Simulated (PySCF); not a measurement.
# From computed data to an observable: entropy of an ideal gas

sulfur tetrafluoride cation (F4S), SMILES S(F)(F)(F)F (connectivity only; charge and spin as stated), charge +1, multiplicity 2.

The structure is a stationary point at PBE0-D3(BJ)/def2-SVP. The spin state was assumed, not searched.

PBE0-D3(BJ)/def2-SVP run with PySCF gives the harmonic wavenumbers 257, 311, 396, 487, 490, 674, 846, 976, 1027 cm⁻¹ and the rotational temperatures 0.2877, 0.1969, 0.1647 K. The molar mass is 108.05 g/mol, the symmetry number 2, the spin multiplicity 2.

Problem. Work out the entropy at 298.15 K and 1 atm in the rigid-rotor, harmonic-oscillator model.

Solution. 
Translation (Sackur–Tetrode at 1 atm): S = R[1.5 ln M + 2.5 ln T − 1.16487] = 167.1 J/(mol K).
Rotation: q = (√π/σ) T^1.5/√(θA θB θC) = 47200, S = R[ln q + 3/2] = 102.0 J/(mol K).
Vibration: with u = 1.4388 ν/T, each mode gives R[u/(e^u − 1) − ln(1 − e^−u)]:
| ν (cm⁻¹) | modes | u | S (J/(mol K)) |
|---|---|---|---|
| 257 | 1 | 1.24 | 7.04 |
| 311 | 1 | 1.50 | 5.68 |
| 396 | 1 | 1.91 | 4.09 |
| 487 | 1 | 2.35 | 2.89 |
| 490 | 1 | 2.36 | 2.86 |
| 674 | 1 | 3.25 | 1.42 |
| 846 | 1 | 4.08 | 0.72 |
| 976 | 1 | 4.71 | 0.43 |
| 1027 | 1 | 4.96 | 0.35 |
These are all the modes. Sum 25.5 J/(mol K).
Spin: R ln 2 = 5.8 J/(mol K).
Total 300.3 J/(mol K); the program's own thermochemistry gives 300.3. Translation makes up 56 % and vibration 8 %. Anharmonicity, hindered rotation and orbital degeneracy are left out.
